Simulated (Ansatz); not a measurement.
Input and output for C$_{3}$H$_{7}$FGeO, SMILES `CC(C)[O][Ge][F]`.

```yaml
crystal:
  periodic: [false, false, false]
  atoms:
    - {symbol: C, position_ang: [-0.831899, -1.039698, 0.701890]}
    - {symbol: C, position_ang: [0.224299, -0.059813, 0.234668]}
    - {symbol: C, position_ang: [1.004882, -0.576681, -0.956010]}
    - {symbol: O, position_ang: [-0.413562, 1.157102, -0.131778]}
    - {symbol: Ge, position_ang: [-0.039965, 2.684172, 0.687712]}
    - {symbol: F, position_ang: [-1.145550, 3.656992, -0.259880]}
    - {symbol: H, position_ang: [-1.554630, -1.218424, -0.097659]}
    - {symbol: H, position_ang: [-0.378228, -1.993278, 0.982196]}
    - {symbol: H, position_ang: [-1.370452, -0.646108, 1.566338]}
    - {symbol: H, position_ang: [0.928393, 0.119368, 1.064767]}
    - {symbol: H, position_ang: [1.499827, -1.520174, -0.714083]}
    - {symbol: H, position_ang: [0.331463, -0.741975, -1.800254]}
    - {symbol: H, position_ang: [1.765924, 0.143619, -1.263109]}
basis:
  gaussian: {orbitals: STO-3G}
hamiltonian: {xc: {name: SPW92}}
output: {forces: true}
```

```sh
$ ansatz run in.yaml --threads 8 --pin off --events-out ev --progress --plain --max-ram 18278MiB
```

Shortened log:

```
Functional definition: SPW92
642 factors; integrals over basis functions are off by at most 3.7e-5 eV
mean field evaluation 1: about -63465.7514 eV, gradient 2.2e2 eV
mean field evaluation 2: about -63494.5827 eV, gradient 1.2e2 eV
mean field evaluation 4: about -63584.0475 eV, gradient 5.7e1 eV
mean field evaluation 8: about -63588.9964 eV, gradient 4.5e1 eV
mean field evaluation 16: about -63594.5773 eV, gradient 4.3e-3 eV
mean field -63594.57732904 eV, -2337.0576108895 hartree, gradient 3.6e-5 eV, S^2 0.000000; 0 other end points of the search recorded, 0 dependent functions left out
reference -63594.57735392 eV, -2337.0576118040 hartree; 37, 37 occupied and 13, 13 virtual orbitals, 642 factors
Total energy: -63594.57735392 eV, -2337.0576118040 hartree
Atom 0 at    -0.831899    -1.039698     0.701890 Å, force    -0.587337    -0.618553     0.145891 eV/Å
Atom 1 at     0.224299    -0.059813     0.234668 Å, force     0.686634     0.368907     0.859041 eV/Å
Atom 2 at     1.004882    -0.576681    -0.956010 Å, force     0.346648    -0.384654    -0.694164 eV/Å
Atom 3 at    -0.413562     1.157102    -0.131778 Å, force    -0.771570     3.917765     0.212997 eV/Å
Atom 4 at    -0.039965     2.684172     0.687712 Å, force    -1.655082    -0.922859    -2.058824 eV/Å
Atom 5 at    -1.145550     3.656992    -0.259880 Å, force     1.540326    -1.914467     1.170365 eV/Å
Atom 6 at    -1.554630    -1.218424    -0.097659 Å, force    -0.235928    -0.093697    -0.274072 eV/Å
Atom 7 at    -0.378228    -1.993278     0.982196 Å, force     0.170572    -0.306399     0.074025 eV/Å
Atom 8 at    -1.370452    -0.646108     1.566338 Å, force    -0.157020     0.166379     0.320214 eV/Å
Atom 9 at     0.928393     0.119368     1.064767 Å, force     0.471869    -0.082014     0.498035 eV/Å
Atom 10 at     1.499827    -1.520174    -0.714083 Å, force     0.142233    -0.314673     0.098687 eV/Å
Atom 11 at     0.331463    -0.741975    -1.800254 Å, force    -0.223308    -0.090414    -0.285616 eV/Å
Atom 12 at     1.765924     0.143619    -1.263109 Å, force     0.271962     0.274678    -0.066580 eV/Å
Dipole moment:     0.062114    -0.308585    -0.016112 e Å
```

Hardware: 8 threads of an Arm Neoverse V1 on a shared host. Wall time 0.45 s, peak host memory 0.61 GiB.
